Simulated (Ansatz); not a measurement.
ZrTe₂⁺. Total charge 1; quartet. Geometry r2SCAN-D4/def2-TZVP; atoms count from 1.

```tsv
atom	x (Å)	y (Å)	z (Å)
Zr1	-1.152	-0.808	-0.877
Te2	1.485	-0.481	0.059
Te3	-0.334	1.289	0.818
```

In the def2 sets Te, Zr take a core potential; there is no spin–orbit coupling. At PBE0-D4/def2-TZVP a doublet of charge 1 lies 0.75 eV below the quartet, each at its own geometry. The structure comes from a short search, and lower isomers may exist.

(1) Estimate the Mulliken populations from the PBE0/def2-TZVP orbitals of Ansatz.

(2) Where does the spin sit?

(3) And the Mayer bond orders between bonded heavy atoms (over 0.3)?

## Answers

(1) 
```csv
atom,charge (e),spin (α − β),d electrons
Zr1,0.82,2.12,2.52
Te2,0.09,0.44,–
Te3,0.09,0.44,–
```
Mulliken values and Mayer orders depend strongly on the basis.

(2) Summed by element: Zr 2.12, Te 0.88, of 3 unpaired in all. Largest on single atoms: Zr1 2.12, Te2 0.44, Te3 0.44.

(3) Zr1–Te2 1.00 (2.82 Å); Zr1–Te3 1.00 (2.82 Å); Te2–Te3 1.47 (2.65 Å).
